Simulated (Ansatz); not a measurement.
Strength of the C–Ge bond: C2H6GeSi → SiH3(CC) + GeH3

Species: C2H6GeSi `[SiH3]C#[C][GeH3]`, singlet; SiH3(CC), doublet; GeH3 `[GeH3]`, doublet. 

Shapes, held fixed at every level: PBE0-D4/def2-TZVP. Programs: Ansatz 0.2.0. Electronic energies: no zero-point or thermal term.

Problem. Estimate ΔE of this reaction.

Solution. B2PLYP/def2-TZVPP gives ΔE = +493.0 kJ/mol; the levels span +472.6 to +542.6. The median of the levels is +490.1. No measured value is set beside it here. Spin contamination: SiH3(CC) (⟨S²⟩ up to 1.16). Open shells run unrestricted unless RO is named. Relativity is left out for Ge unless named. Correlated rows may include outer-core shells of Ge, which these sets cover unevenly.

```json
{"level": "SPW92/def2-TZVPP", "kind": "LDA", "ΔE (kJ/mol)": "+542.6"}
{"level": "PBE-D4/def2-TZVPP", "kind": "GGA", "ΔE (kJ/mol)": "+488.8"}
{"level": "BHLYP-D4/def2-TZVPP", "kind": "global hybrid", "ΔE (kJ/mol)": "+487.3"}
{"level": "PBE0-D4/def2-TZVPP", "kind": "global hybrid", "ΔE (kJ/mol)": "+490.1"}
{"level": "r2SCAN0-D4/def2-TZVPP", "kind": "global hybrid", "ΔE (kJ/mol)": "+472.6"}
{"level": "wB97M-V/def2-TZVPP", "kind": "range-separated hybrid", "ΔE (kJ/mol)": "+501.8"}
{"level": "B2PLYP/def2-TZVPP", "kind": "double hybrid", "ΔE (kJ/mol)": "+493.0"}
```
